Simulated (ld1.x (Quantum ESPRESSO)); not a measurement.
## Varying the TM potential for nitrogen

Base potential:

ld1.x (Quantum ESPRESSO) 7.5 input, shortened:

```
&input
   title='N', zed=7., rel=1, dft='PBESOL', iswitch=3,
   config='[He] 2s2 2p3'
 /
 &inputp
   pseudotype=2, tm=.true., lloc=1,
   nlcc=.false.
 /
2
2S  1  0   2.00   0.00  0.75  0.75  0.0
2P  2  1   3.00   0.00  2.50  2.50  0.0
 &test
   configts(1)='2s2 2p3'
 /
```

All-electron outer shells of the reference configuration (PBEsol, scalar-relativistic, ld1.x):

```csv
shell,level (eV),outermost node (bohr),outermost maximum (bohr)
1s,-383.09,–,0.15
2s,-18.46,0.32,1.02
2p,-7.04,–,0.98
```

Cutoffs, loose and tight: the cutoffs (Ry, on a coarse ladder) from which the occupation-weighted sum of valence levels, in a spherical-Bessel basis at the reference potential, stays within 10 and 1 mRy of its value at 400 Ry. They do not see the model core or the augmentation charge, which bear on the density cutoff. Test errors are all-electron minus pseudo excitation energies from the reference, over the configurations 2s2 2p2; 2s2 2p1; 2s2 2p0; 2s2 2p2.5; 2s2 2p3.3; 2s1 2p3; 2s1 2p0. A dash means not determined; rows that change the core or the reference have their own tests.

```csv
change,outcome,"cutoff, loose","cutoff, tight",bound ghosts,largest test error (meV)
base,generated,100 Ry,230 Ry,none,+5091
functional LDA (PZ),generated,100 Ry,230 Ry,none,+5365
"all radii scaled by about 0.84 (s 0.62, p 2.10 bohr)",generated,200 Ry,over 300 Ry,none,+3140
wave 2p (bound): rc 2.50 bohr becomes 2p (bound): rc 3.78 bohr,generated,100 Ry,230 Ry,none,+15531
core correction a·sin(br)/r model core inside 0.86 bohr,generated,100 Ry,230 Ry,none,+5060
reference 2s1 2p4,generated,50 Ry,140 Ry,none,+4048
local potential the s channel,generated,100 Ry,230 Ry,none,+5104
wave 2s (bound): rc 0.75 bohr becomes 2s (bound): rc 0.76 bohr,generated,80 Ry,160 Ry,none,+5090
```
